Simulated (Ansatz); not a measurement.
`ClBBr` + HBr → `BrBBr` + HCl at 500 K and 1 bar (ligand exchange at a B–Cl bond).

Gas-phase electronic energies from Ansatz, PBE0-D4/def2-TZVP geometries. CBS: MP2 limit from def2 TZ/QZ plus the TZ coupled-cluster correction, frozen cores. This one scheme is used for every species. For Br outer-core shells are correlated without core-valence functions, which leaves a few kJ/mol of doubt a bond. Scalar relativity is left out up to krypton.

```tsv
species	CCSD(T)/CBS energy (Eh)	H − E (kJ/mol)	S (J/(mol·K))
`ClBBr`	-3058.55678	61.3	314.7
HBr	-2573.91920	30.5	213.7
`BrBBr`	-5172.09209	60.6	321.2
HCl	-460.38127	32.5	201.9
```

H − E and S are ideal-gas, rigid-rotor, harmonic terms from PBE0-D4/def2-TZVP. 1 Eh = 2625.50 kJ/mol, R = 8.31446 J/(mol·K).

Q: By hand: ΔE, ΔH, ΔS and ΔG.

A: ΔE = (-5172.09209) + (-460.38127) − (-3058.55678) − (-2573.91920) = 0.00262 Eh = 6.9 kJ/mol. Δ(H − E) = 60.6 + 32.5 − 61.3 − 30.5 = 1.3, so ΔH = 8.2 kJ/mol. ΔS = 321.2 + 201.9 − 314.7 − 213.7 = -5.3 J/(mol·K). ΔG = 8.2 − 500 × (-5.3)/1000 = 10.8 kJ/mol.

Q: By hand: the equilibrium constant, and the temperature at which ΔG would vanish if ΔH and ΔS stayed fixed.

A: log₁₀ K = −ΔG/(RT ln 10) = -1.1. ΔH and −TΔS have one sign here, so there is no such temperature.

The number of gas molecules stays the same, so ΔS is small and ΔH decides. A doubt of 5 kJ/mol in ΔE shifts log₁₀ K by 0.5 here. These are equilibria of isolated gas molecules and say nothing of rates. Largest T1 diagnostic: 0.010 (customary marks: 0.02 for closed shells, 0.045 for open ones).

ΔS is within the doubt of such terms, so its sign, and with it that verdict, could turn.
